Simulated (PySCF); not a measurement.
# Dipole response of Ir (iridium, neutral)

[Xe] 4f14 5d7 6s2, high-spin 4F determinant. Calculation: PySCF 2.14, in def2-TZVPPD with the def2 core potential (60 electrons) (6s5p3d2f1g, 59 functions); scalar relativity through the core potential. Coupled (time-dependent) response in atomic units; α is the mean over directions.

```tsv
method	mean α (bohr³)	C₆ (like pair)	S(−4)
PW91	45.35	455.6	797.8
```

S(−4) is the Cauchy moment in α(ω) = α(0) + S(−4) ω² + …

Reference α: 54 ± 7 bohr³ (recommended; Schwerdtfeger and Nagle, table of static dipole polarizabilities (2023 update)). Published C₆: 522.0 (Gould and Bucko (2016)).

Spin-orbit coupling is absent.

α(iu) at PW91:

```tsv
u (hartree)	α(iu) (bohr³)
0	45.35
0.0500	43.47
0.100	38.87
0.200	28.40
0.300	20.76
0.500	12.75
0.750	8.475
1.00	6.294
1.50	3.972
2.00	2.732
3.00	1.497
5.00	0.6320
```

Energies and moments cover only the electrons outside the core potential. Spin-orbit coupling, absent here, splits the open shell strongly.
